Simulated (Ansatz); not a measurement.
`N=C=C[SiH2][GeH3]`, charge 0, multiplicity 1.

**Question.** Give a relaxed structure at PBE0-D4/def2-TZVP (the Gaussian-basis code of Ansatz). (Estimate.)

**Answer.** Computed: 
Cartesian coordinates in Å:
```
N -0.4772 3.2636 0.1855
C -0.7094 2.0791 0.3210
C -1.0398 0.8145 0.3574
Si -0.3448 -0.3835 -0.8710
Ge 0.9986 -2.0215 0.2177
H 0.3335 3.6470 0.6627
H -1.7102 0.4886 1.1465
H 0.4795 0.3763 -1.8474
H -1.4421 -1.0767 -1.6009
H 1.5140 -3.0808 -0.7730
H 0.1849 -2.7447 1.3068
H 2.2131 -1.3619 0.8949
```
This is one stationary point; other conformers may exist.
